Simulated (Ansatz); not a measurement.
Molecule: CdI, net charge 0, doublet state. The spin state was set by rule; other spins were not relaxed. 
Coordinates optimised at B3LYP-D3(BJ)/def2-TZVP (Ansatz, a first-principles code):
```xyz
2

Cd     0.0000     0.0000    -1.4459
I      0.0000     0.0000     1.3095
```
Charge 0, spin multiplicity 2.

Basis-set convergence of Hartree-Fock and CCSD correlation energies (hartree) with Ansatz. Correlated levels leave the core frozen unless marked. UHF or UKS for open shells. No spin-orbit coupling. Frozen are the shells of the preceding noble gas and the d and f shells that filled before the atom's block. Past Kr the def2 sets carry scalar-relativistic core potentials.

```
basis       functions       E(HF)  E(corr, CCSD)
----------  ---------  ----------  -------------
def2-SVP           57  -463.53427       -0.35799
def2-TZVPP        106  -463.58175       -0.54191
def2-QZVPP        170  -463.58473       -0.59498
```

Extrapolating the two largest sets (X = 3 and 4) as X^-3: E(corr) = (64·(-0.59498) - 27·(-0.54191))/37 = -0.6337 Eh, an estimate of the basis-set limit. The largest set recovers 93.9 % of it, the smallest 56.5 %.
